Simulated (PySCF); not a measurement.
# Reading the logs of faulty runs: Al2BH4O

These are calculations, not measurements. They come from PySCF 2.14.0, an open-source quantum chemistry program, on an isolated molecule that a program drew, which may never have been made. The molecule is Al2BH4O (charge 0, doublet), drawn as the SMILES string `O[BH][AlH][AlH]`.

Each row is a Hartree-Fock (HF) and frozen-core CCSD(T) single point in the cc-pV(D+d)Z basis, meant for a local HF minimum. Run 1 is clean. Each other run has one planted mistake out of seven kinds, and not every kind appears here: one electron removed, one electron added, multiplicity raised by two, geometry at a saddle point, minimal basis STO-3G, one bond length entered in bohr, all coordinates scaled. The reference is restricted for singlets and unrestricted otherwise, and also for a bond in bohr. Adding or removing an electron swaps singlet and doublet. Electrons count all cores. HOMO and LUMO are orbital energies over both spins, the gradient is its largest component, and the lowest frequency (negative if imaginary) is given only where the gradient is small. Bond lengths are over the 7 bonds as drawn. T1 is the CCSD diagnostic: over 0.02 (restricted) or 0.045 (unrestricted) a single reference is doubtful.

Geometry of the clean run:
```xyz
8
Al2BH4O, angstrom
O    -2.4378   -0.2528   -0.5175
B    -1.3387   -0.1226    0.2615
Al   -0.1338   -1.8247    0.9426
Al    2.0893   -1.5768    2.2644
H    -2.6441   -1.1415   -0.7630
H    -1.0852    1.0213    0.5576
H    -0.4891   -3.2810    0.3834
H     2.3915   -1.6074    3.8302
```

| run | electrons | basis functions | <S^2> | HOMO (eV) | LUMO (eV) | gradient (hartree/bohr) | lowest frequency (cm^-1) | mean bond (Å) | longest bond (Å) | T1 | HF (hartree) | CCSD(T) (hartree) | mistake |
|---|---|---|---|---|---|---|---|---|---|---|---|---|---|
| 1 | 43 | 94 | 0.802 | -7.11 | 0.34 | 8.9e-06 | 41 | 1.6420 | 2.598 | 0.0243 | -585.69941 | -586.13651 | no fault |
| 2 | 42 | 94 | 0.000 | -13.85 | -5.80 | 3.2e-02 | - | 1.6420 | 2.598 | 0.0209 | -585.46256 | -585.89325 | one electron removed |
| 3 | 43 | 94 | 0.765 | -6.27 | 0.55 | 3.1e-05 | -263 | 1.6205 | 2.491 | 0.0212 | -585.69630 | -586.13710 | geometry at a saddle point |
| 4 | 43 | 94 | 0.800 | -7.19 | 0.22 | 5.7e-02 | - | 1.7569 | 2.780 | 0.0251 | -585.67332 | -586.11685 | all coordinates scaled |
| 5 | 43 | 32 | 0.774 | -2.43 | 7.60 | 6.2e-02 | - | 1.6420 | 2.598 | 0.0216 | -578.47160 | -578.64689 | minimal basis STO-3G |
| 6 | 43 | 94 | 3.768 | -6.28 | -0.90 | 2.8e-02 | - | 1.6420 | 2.598 | 0.0314 | -585.60954 | -586.03849 | ? |

**Which mistake was planted in run 6, and what did it cost?**

Electrons, basis and geometry are unchanged, and <S^2> is 3.768, beside S(S+1) = 3.75 for a multiplicity of 4. So the mistake is: multiplicity raised by two. Subtracting run 1 and multiplying by 627.51 kcal/mol a hartree, the energy moved by 56.4 kcal/mol in HF and 61.5 kcal/mol in CCSD(T).

Cautions from the logs. Run 2: T1 is over the limit, so its CCSD(T) energy is less reliable.
